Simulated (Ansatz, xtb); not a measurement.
A geometry optimisation of CFMgO2 with r2SCAN-D4/def2-SVP

The starting geometry of this gas-phase doublet was built from a drawn formula by distance geometry and a force field; its bonds are those of `O=[C][O][Mg][F]`.

```yaml
atoms:
  - { symbol: C, position_ang: [-1.7028, 1.8789, -0.7411] }
  - { symbol: F, position_ang: [2.8469, 2.5844, 0.7754] }
  - { symbol: Mg, position_ang: [1.2245, 2.1144, -0.2478] }
  - { symbol: O, position_ang: [-1.7791, 2.3543, 0.4229] }
  - { symbol: O, position_ang: [-0.4564, 1.6766, -1.3092] }
```

Problem. Predict what it relaxes into with r2SCAN-D4/def2-SVP.

Solution. New bonds form, giving a structure given below by its coordinates. Distances that change by over a tenth: F2–Mg3 (1.97 → 1.76 Å). Contacts that close: C1–Mg3 (2.98 → 2.31 Å), Mg3–O4 (3.09 → 2.06 Å).

The energy falls by 1.47 eV over 8 steps:

```
step  E − E(last) (eV)
   1             1.475
   2             0.569
   3             0.332
   4             0.247
   5             0.069
   6             0.001
   7             0.000
   8             0.000
```

Final geometry (Å):

```xyz
5

C    -1.3789    1.9010   -0.7022
F     2.4245    2.4983    0.6029
Mg    0.7799    2.2400    0.0384
O    -1.2385    2.3723    0.4466
O    -0.4540    1.5970   -1.4856
```

From the same start GFN2-xTB ends elsewhere, differing in Mg3–O4 (3.02 against 2.06 Å here).

The end wasn't checked by frequencies. Open shells are spin-unrestricted. Run with Ansatz 0.2.0, 61 s on 1 thread of Arm Neoverse V1 (shared host).
